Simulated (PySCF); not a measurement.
ZrI2Cl2 (singlet state).
Bonds: Zr1–I2, Zr1–I3, Zr1–Cl4, Zr1–Cl5.

The calculation used PBE0-D3(BJ)/def2-SVP geometry optimisation, gas phase, def2 core potentials past Kr (PySCF 2.14.0).

Task: How far are the bound atoms from Zr1?

Result: 4 atoms: Cl5 2.312 Å, Cl4 2.314 Å, I3 2.681 Å, I2 2.683 Å.

Task: List the angles at Zr1.

Result: 
```csv
angle,degrees,distance of the outer atoms (Å)
I2–Zr1–Cl4,110.6,4.11
I3–Zr1–Cl4,109.8,4.09
I2–Zr1–Cl5,109.8,4.09
I3–Zr1–Cl5,109.7,4.09
I2–Zr1–I3,109.2,4.37
Cl4–Zr1–Cl5,107.7,3.74
```

Task: What is the shape at Zr1?

Result: Tetrahedral: angles from 107.7° to 110.6°; τ4 = (360° − α − β)/141° = 0.99 with α and β the two widest (0 for a square, 1 for a tetrahedron). Differences among atoms that C2v makes equivalent are scatter left by the optimiser.

Task: What are the rotational constants (commonest isotopes, rigid rotor)?

Result: A = 655.5, B = 347.0, C = 290.6 MHz: an asymmetric top.

Point group: C2v (tolerance 0.08 Å). Charge 0, singlet. No PBE0-D3(BJ)/def2-SVP frequencies stand behind this structure, so it isn't proved a minimum.
